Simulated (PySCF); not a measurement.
Compound: C6H12OSi.
SMILES with atom numbers: `[CH3:1][CH2:2][O:3][C@H:4]1[CH:5]=[CH:6][CH2:7][SiH2:8]1`

Definitions: NICS(0) = −σiso at the ring centroid; NICS(1) = −σiso and NICS(1)zz = −σzz at ±1 Å along the ring normal z. Level: GIAO PBE0/pcSseg-1 (PySCF, non-relativistic, gas phase) on the GFN2-xTB geometry, one conformer.

Ring bond lengths (Å), with Mayer bond orders in brackets: C4–C5 1.503 (1.03), C5–C6 1.322 (1.90), C6–C7 1.500 (1.04), C7–Si8 1.907 (0.91), Si8–C4 1.928 (0.85).

What do the NICS probes read (ppm)?

| ring | type | NICS(0) | NICS(1), two faces | NICS(1)zz, two faces | rms pucker (Å) | centre to ring atoms, mean (Å) |
| --- | --- | --- | --- | --- | --- | --- |
| C4–C5–C6–C7–Si8 | 5-membered ring with Si; formal bonds 1 double, 4 single | -1.9 | -3.7 / -2.5 | -2.8 / -0.5 | 0.03 | 1.38 |

What do they say, and how far can they be read as aromaticity?

- C4–C5–C6–C7–Si8: mean NICS(1)zz -1.7 ppm, near zero. C4, C7, Si8 have four or more neighbours, so the value isn't read as a sign of a π ring current.

List the ring angles and the Hirshfeld charges of the ring atoms.

- C4–C5–C6–C7–Si8: C4 103.9° (-0.044 e), C5 119.0° (-0.061 e), C6 119.4° (-0.041 e), C7 104.3° (-0.162 e), Si8 93.2° (+0.333 e); sum 539.8° against 540° for a flat convex ring.

On Intel Xeon Platinum 8259CL at 2.50 GHz, one thread (shared host), this took 49 s wall and 0.93 GiB of memory at its peak. This is the whole shielding run at PBE0/pcSseg-1, SCF included.
